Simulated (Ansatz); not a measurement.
Ansatz (an electronic-structure program) input (BHLYP/def2-TZVPD):

Ansatz 0.2 input:
```yaml
crystal:
  periodic: [false, false, false]
  atoms:
    - {symbol: N, position_ang: [-2.18230075, -0.65172198, -0.41537800]}
    - {symbol: C, position_ang: [-0.89784283, -0.32493477, -0.17829568]}
    - {symbol: C, position_ang: [-0.55492818, 1.05351711, 0.05322715]}
    - {symbol: S, position_ang: [1.11088569, 1.06180589, 0.30656199]}
    - {symbol: C, position_ang: [1.35783615, -0.68112869, 0.11687512]}
    - {symbol: C, position_ang: [0.17296603, -1.28395945, -0.14109161]}
    - {symbol: H, position_ang: [-2.86381256, 0.08993175, -0.42195138]}
    - {symbol: H, position_ang: [-2.47899925, -1.59746216, -0.58352535]}
    - {symbol: H, position_ang: [2.32568961, -1.15285802, 0.20197713]}
    - {symbol: H, position_ang: [0.05086936, -2.34741712, -0.29813606]}
basis:
  gaussian:
    orbitals: def2-TZVPD
hamiltonian:
  xc: {name: BHLYP}
magnetization: {spin_polarized: true, initial_magnetization: 1}
output: {forces: true}
```

End of the output:

```
mean field -16534.43801160 eV, -607.6293894815 hartree, gradient 4.3e-5 eV, S^2 0.768606; 1 other end points of the search recorded, 0 dependent functions left out
the calculation of the forces begins
reference -16534.43820260 eV, -607.6293965006 hartree; 26, 25 occupied and 241, 242 virtual orbitals, 1658 factors
Total energy: -16534.43820260 eV, -607.6293965006 hartree
Atom 0 at    -2.182301    -0.651722    -0.415378 Å, force     0.107684     0.063757     0.024613 eV/Å
Atom 1 at    -0.897843    -0.324935    -0.178296 Å, force    -0.154680    -0.026720    -0.026905 eV/Å
Atom 2 at    -0.554928     1.053517     0.053227 Å, force     0.185868    -0.424822    -0.027203 eV/Å
Atom 3 at     1.110886     1.061806     0.306562 Å, force    -0.109570    -0.448146    -0.074980 eV/Å
Atom 4 at     1.357836    -0.681129     0.116875 Å, force    -0.466546     0.116812    -0.055430 eV/Å
Atom 5 at     0.172966    -1.283959    -0.141092 Å, force     0.258228     0.233967     0.069587 eV/Å
Atom 6 at    -2.863813     0.089932    -0.421951 Å, force     0.283374    -0.337607    -0.001075 eV/Å
Atom 7 at    -2.478999    -1.597462    -0.583525 Å, force     0.129596     0.408114     0.072797 eV/Å
Atom 8 at     2.325690    -1.152858     0.201977 Å, force    -0.253206     0.137544    -0.020423 eV/Å
Atom 9 at     0.050869    -2.347417    -0.298136 Å, force     0.019254     0.277101     0.039018 eV/Å
Dipole moment:    -0.260776    -0.882002    -0.154403 e Å
```

It need not be the lowest isomer of its formula.
